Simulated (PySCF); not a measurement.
An excited-state job on `C=CC[NH][GeH2][C]#N`.

Computed with TDDFT wB97X-D/def2-SVPD, vertical, gas phase, core orbitals frozen in the response (PySCF 2.14.0, density-fitted response routines). Geometry: GFN2-xTB. The command runs a driver script over a list of jobs; the input below is this job's line of settings and its coordinates in Å.

Command:
```bash
OMP_NUM_THREADS=1 python probes_run.py task.json out
```

Input:
```
{"job": {"kind": "uv", "xc": "wB97X-D", "basis": "def2-SVPD", "nstates": 8, "ntriplets": 3}, "charge": 0, "multiplicity": 1}
C      1.531097     1.274843    -0.170760
C      1.441322    -0.000871    -0.496895
C      0.921426    -1.054120     0.437507
N     -0.457674    -1.427436     0.132806
Ge    -1.814480    -0.275899     0.450942
C     -1.826403     1.319778    -0.640535
N     -1.818878     2.244114    -1.316111
H      1.855714     2.026258    -0.869611
H      1.284195     1.619490     0.821754
H      1.683592    -0.336548    -1.497016
H      1.543138    -1.954107     0.388549
H      0.935273    -0.674049     1.462815
H     -0.508147    -1.921331    -0.749752
H     -3.084322    -1.009886     0.151704
H     -1.690268     0.177753     1.872690
```

Estimate the output.

```
coarse grid: 58152 points
cycle   1  E = -2343.1377547457  dE =  2.073e-01  |g| = 6.430e-01  |ddm| = 5.581e+00
cycle   2  E = -2343.0840444699  dE =  5.371e-02  |g| = 8.687e-01  |ddm| = 2.302e+00
cycle   3  E = -2343.2259427159  dE = -1.419e-01  |g| = 1.197e-01  |ddm| = 1.109e+00
cycle   4  E = -2343.2285138923  dE = -2.571e-03  |g| = 5.209e-02  |ddm| = 1.863e-01
cycle   5  E = -2343.2290158321  dE = -5.019e-04  |g| = 9.702e-03  |ddm| = 1.021e-01
cycle   6  E = -2343.2290404094  dE = -2.458e-05  |g| = 3.656e-03  |ddm| = 3.176e-02
cycle   7  E = -2343.2290438846  dE = -3.475e-06  |g| = 1.021e-03  |ddm| = 1.779e-02
final grid: 122832 points
cycle   8  E = -2343.2285206820  dE = -1.694e-06  |g| = 1.202e-03  |ddm| = 1.236e-02
cycle   9  E = -2343.2285206995  dE = -1.750e-08  |g| = 1.224e-03  |ddm| = 4.769e-03
cycle  10  E = -2343.2285209727  dE = -2.732e-07  |g| = 1.218e-04  |ddm| = 1.439e-03
cycle  11  E = -2343.2285209770  dE = -4.337e-09  |g| = 6.276e-05  |ddm| = 6.233e-04
cycle  12  E = -2343.2285209783  dE = -1.277e-09  |g| = 1.564e-05  |ddm| = 3.478e-04
cycle  13  E = -2343.2285209783  dE = -8.095e-11  |g| = 9.208e-06  |ddm| = 9.908e-05
converged SCF energy = -2343.2285209783

Static polarisability (au): isotropic 84.719, principal 72.911 84.357 96.890

Singlet excitations
state   eV       nm        f      main configurations
  1   6.0245    205.8   0.03922   H->L 0.88
  2   6.5616    189.0   0.01333   H->L+1 0.87
  3   6.9889    177.4   0.01698   H->L+3 0.76
  4   7.0700    175.4   0.06268   H-1->L 0.56, H-2->L 0.13
  5   7.2063    172.0   0.01652   H->L+2 0.67, H->L+4 0.10
  6   7.3900    167.8   0.05869   H-2->L 0.31, H-1->L 0.19, H-2->L+1 0.09
  7   7.4542    166.3   0.04225   H-1->L+1 0.58, H-2->L 0.08
  8   7.5523    164.2   0.02185   H->L+4 0.55, H->L+6 0.10

Triplet excitations (Tamm-Dancoff, eV): 4.5533 5.6770 6.1438
```

The SCF starts on a coarse grid where the log names one; the energy can jump when the final grid takes over, and dE then counts from the start density on the new grid. H and L stand for HOMO and LUMO; the number after each pair is its weight.

How does the lowest singlet excitation compare with the HOMO–LUMO gap?

HOMO -9.21 eV and LUMO 1.21 eV give a gap of 10.42 eV; S1 at 6.02 eV lies 4.40 eV below it.

Give the mean polarisability as a volume in Å³, and the ratio of the largest to the smallest principal value.

84.719 au × 0.148185 = 12.55 Å³; 96.890/72.911 = 1.33.

In short: HOMO -9.21 eV, LUMO 1.21 eV; lowest singlet 6.02 eV; lowest triplet 4.55 eV (Tamm–Dancoff); mean polarisability 84.7 au.

 The wB97X-D/def2-SVPD calculation is non-relativistic and has no spin–orbit coupling, an omission that weighs most on germanium.

How long does this job take on Intel Xeon at 2.50 GHz, one thread, on a shared host? And the peak memory of the process?

About 2.3 min, with 0.95 GiB resident at the peak, the Python interpreter and its libraries included.

One conformer stands for the species.
Labels such as C1 count atoms from 1, the log's own numbers from 0.

Note: wB97X-D ran without an empirical dispersion term, which enters the total energy and its gradient alone.
